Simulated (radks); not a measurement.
Q: Species: Kr4+. Configuration: [Ar] 3d10 4s2 4p2. Calculated with a radial shooting solver on a logarithmic mesh with Libxc functionals: Dirac Kohn-Sham, PBEsol, spin-unpolarised, spherical densities, point nucleus; open shells fill j = l - 1/2 first. Some entries of the table are withheld. Estimate them.

| orbital | occ. | eigenvalue (hartree) | <r> (bohr) | <r^2> (bohr^2) |
|---|---|---|---|---|
| 1s1/2 | 2 | -521.8785 | 0.04150 | 0.002320 |
| 2s1/2 | 2 | -70.53461 | 0.1833 | 0.03969 |
| 2p1/2 | 2 | -63.96272 | 0.1574 | (1) |
| 2p3/2 | 4 | -61.98604 | 0.1614 | (2) |
| 3s1/2 | 2 | (3) | 0.5300 | 0.3230 |
| 3p1/2 | 2 | -9.42964 | 0.5328 | 0.3323 |
| 3p3/2 | 4 | -9.13784 | 0.5432 | 0.3452 |
| 3d3/2 | 4 | -5.08502 | 0.5499 | 0.3715 |
| 3d5/2 | 6 | -5.03672 | 0.5537 | 0.3765 |
| 4s1/2 | 2 | (4) | 1.430 | 2.306 |
| 4p1/2 | 2 | -2.09497 | 1.582 | (5) |
| 4p3/2 | 0 | -2.05851 | 1.606 | (6) |
| 4d3/2 | 0 | -1.22420 | 2.093 | 5.021 |
| 4d5/2 | 0 | -1.22007 | 2.100 | 5.057 |
| 5s1/2 | 0 | (7) | 3.085 | 10.64 |

A: 
(1) 2p1/2 <r^2> (bohr^2): 0.03041
(2) 2p3/2 <r^2> (bohr^2): 0.03184
(3) 3s1/2 eigenvalue (hartree): -11.75142
(4) 4s1/2 eigenvalue (hartree): -2.67459
(5) 4p1/2 <r^2> (bohr^2): 2.840
(6) 4p3/2 <r^2> (bohr^2): 2.924
(7) 5s1/2 eigenvalue (hartree): -1.04942
